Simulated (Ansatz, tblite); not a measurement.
Removing and adding an electron: (KBr)2 ring (K₂Br₂). Total charge 0; singlet. Geometry: B3LYP-D4/def2-SVP. Ansatz, gas phase; energy differences of separate SCF runs; the oxidised species was run as a doublet alone; the reduced species was run as a doublet alone.

```xyz
4

K    -0.5896    0.4096   -1.8995
Br   -1.2228   -1.9261   -0.0358
K     0.5896   -0.4096    1.8995
Br    1.2228    1.9261    0.0359
```

The xTB rows come from tblite. HOMO above LUMO, or a gap near zero within one spin, warns that the state may not be the lowest or that an electron is smeared out.

| level | −HOMO (eV) | vertical IE (eV) | −LUMO (eV) | vertical EA (eV) | HOMO–LUMO gap (eV) | IE − EA (eV) | remarks |
| --- | --- | --- | --- | --- | --- | --- | --- |
| GFN1-xTB | 9.98 | 12.42 | 6.56 | 5.17 | 3.42 | 7.26 | – |
| PBE-D4/def2-TZVP | 5.29 | 7.94 | 1.33 | – | 3.96 | – | gap within one spin near zero (+1 doublet) |
| r2SCAN-D4/def2-TZVP | 5.58 | 8.16 | 0.67 | – | 4.91 | – | gap within one spin near zero (+1 doublet) |
| PBE0-D4/def2-TZVPD | 6.52 | – | 0.84 | 0.29 | 5.67 | – | HOMO above zero (-1 doublet) |

Estimate the rows for GFN2-xTB, PBE-D4/def2-TZVPD, r2SCAN-D4/def2-TZVPD, PBE0-D4/def2-TZVP.


```csv
level,−HOMO (eV),vertical IE (eV),−LUMO (eV),vertical EA (eV),HOMO–LUMO gap (eV),IE − EA (eV),remarks
GFN2-xTB,9.67,12.43,7.50,4.54,2.16,7.89,–
PBE-D4/def2-TZVPD,5.33,–,1.35,0.40,3.98,–,"HOMO above zero (-1 doublet), gap within one spin near zero (-1 doublet)"
r2SCAN-D4/def2-TZVPD,5.59,–,0.68,0.24,4.91,–,"HOMO above zero (-1 doublet), gap within one spin near zero (-1 doublet)"
PBE0-D4/def2-TZVP,6.49,8.35,0.83,–,5.67,–,–
```

   A HOMO above zero means that the electron is unbound at that level or that self-interaction error raises the level; the energy of removing that electron tells which. Raw xTB energy differences between charge states are shifted by several eV; the methods need an empirical correction for them.
